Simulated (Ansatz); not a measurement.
Reaction (isomerisation): `CCC(=O)CC(=O)CC` → `CC(C)(C)C(=O)CC=O`

Isolated molecules relaxed with PBE0-D4/def2-TZVP in Ansatz; ΔE leaves out vibrations. CBS: MP2 limit from def2 TZ/QZ plus the TZ coupled-cluster correction, frozen cores. Functionals use def2-TZVPP. One conformer a species, not always the lowest.

```json
{"level": "LDA (SPW92)", "ΔE (kJ/mol)": "35.9", "difference from CCSD(T)/CBS": "9.6"}
{"level": "PBE-D4", "ΔE (kJ/mol)": "36.7", "difference from CCSD(T)/CBS": "10.4"}
{"level": "CAM-B3LYP-D4", "ΔE (kJ/mol)": "36.0", "difference from CCSD(T)/CBS": "9.7"}
{"level": "ωB97X-V", "ΔE (kJ/mol)": "32.3", "difference from CCSD(T)/CBS": "6.0"}
{"level": "ωB97M-V", "ΔE (kJ/mol)": "30.7", "difference from CCSD(T)/CBS": "4.4"}
{"level": "revPBE", "ΔE (kJ/mol)": "46.0", "difference from CCSD(T)/CBS": "19.7"}
{"level": "r2SCANh", "ΔE (kJ/mol)": "38.1", "difference from CCSD(T)/CBS": "11.8"}
{"level": "RPA@PBE/def2-TZVPP", "ΔE (kJ/mol)": "20.9", "difference from CCSD(T)/CBS": "-5.4"}
{"level": "MP2/def2-TZVPP", "ΔE (kJ/mol)": "21.1", "difference from CCSD(T)/CBS": "-5.2"}
{"level": "CCSD(T)/def2-TZVPP", "ΔE (kJ/mol)": "24.7", "difference from CCSD(T)/CBS": "-1.6"}
{"level": "CCSD(T)/CBS", "ΔE (kJ/mol)": "26.3", "difference from CCSD(T)/CBS": "0"}
```

Largest T1 diagnostic among the species: 0.014.

In def2-TZVPP, CCSD(T) changes the Hartree–Fock value by −19.9 kJ/mol (the triples alone add −2.6 kJ/mol) and MP2 by −23.5 kJ/mol. Leaving LDA and LC-ωPBE aside and taking each functional with its dispersion term where it has one, the values spread over 6.0 kJ/mol, from ωB97M-V to PBE-D4. LDA lies −6.2 kJ/mol from PBE without D4.
